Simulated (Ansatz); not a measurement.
Geometry optimisation, RHF/cc-pVDZ (Ansatz 0.2.0).

Input file:

```yaml
crystal:
  periodic: [false, false, false]
  atoms:
    - { symbol: Al, position_ang: [0.088898, -0.349634, -0.058598] }
    - { symbol: Cl, position_ang: [-0.035996, -0.492916, 2.141983] }
    - { symbol: H, position_ang: [1.475579, -0.202498, -0.749473] }
    - { symbol: O, position_ang: [-1.343817, -0.648612, -0.93076] }
    - { symbol: H, position_ang: [-2.194103, -0.845042, -0.572447] }
    - { symbol: O, position_ang: [-0.339949, 2.439465, 0.845908] }
    - { symbol: H, position_ang: [-1.194239, 2.838473, 0.750395] }
    - { symbol: H, position_ang: [-0.343074, 2.031564, 1.727993] }
basis:
  gaussian: { orbitals: cc-pVDZ }
hamiltonian:
  xc: hf
relax:
  f_tol: 0.03
  max_steps: 50
```

Launched with:

```bash
$ ansatz run input.yaml --threads 1 --pin off --max-ram 2048MiB --backend cpu --events-out ev --progress --plain --runs-dir out
```

Where does it end, and by what steps?

The forces met the threshold. The force dipped under the threshold on the way, but the program's further checks kept it going. After 26 steps the energy has fallen by 0.730 eV; O4 moved furthest, 0.82 Å. Joined: Al1–O6 (2.96 → 2.00 Å).

| step | energy less start (eV) | largest force component (eV/Å) | accepted |
| --- | --- | --- | --- |
| 0 | 0.0000 | 1.070 | yes |
| 1 | -0.1135 | 2.075 | yes |
| 2 | -0.3650 | 2.055 | yes |
| 3 | -0.5826 | 1.078 | yes |
| 4 | -0.6518 | 0.712 | yes |
| 5 | -0.6824 | 0.381 | yes |
| 6 | -0.6950 | 0.230 | yes |
| 7 | -0.7036 | 0.213 | yes |
| 8 | -0.7087 | 0.317 | yes |
| 9 | -0.7060 | 0.249 | no |
| 10 | -0.7133 | 0.057 | yes |
| 11 | -0.7145 | 0.394 | yes |
| 12 | -0.7191 | 0.126 | yes |
| 13 | -0.7211 | 0.195 | yes |
| 14 | -0.7229 | 0.053 | yes |
| 15 | -0.7246 | 0.230 | yes |
| 16 | -0.7253 | 0.349 | yes |
| 17 | -0.7270 | 0.145 | yes |
| 18 | -0.7258 | 0.157 | no |
| 19 | -0.7279 | 0.020 | yes |
| 20 | -0.7291 | 0.081 | yes |
| 21 | -0.7272 | 0.413 | no |
| 22 | -0.7300 | 0.030 | yes |
| 23 | -0.7301 | 0.042 | yes |
| 24 | -0.7303 | 0.050 | yes |
| 25 | -0.7303 | 0.039 | yes |
| 26 | -0.7304 | 0.015 | yes |

```xyz
8
Properties=species:S:1:pos:R:3
Al 0.002 0.024 0.244
Cl 0.176 -0.718 2.282
H 1.308 -0.081 -0.623
O -1.581 -0.019 -0.468
H -1.979 -0.725 -0.949
O -0.330 1.951 0.683
H -1.219 2.137 0.388
H -0.265 2.201 1.598
```

Whether the end is a true minimum wasn't checked by a vibrational analysis.

The run took 46 s on 1 thread of Arm Neoverse V1, with other jobs on the host, peak memory 0.15 GiB.
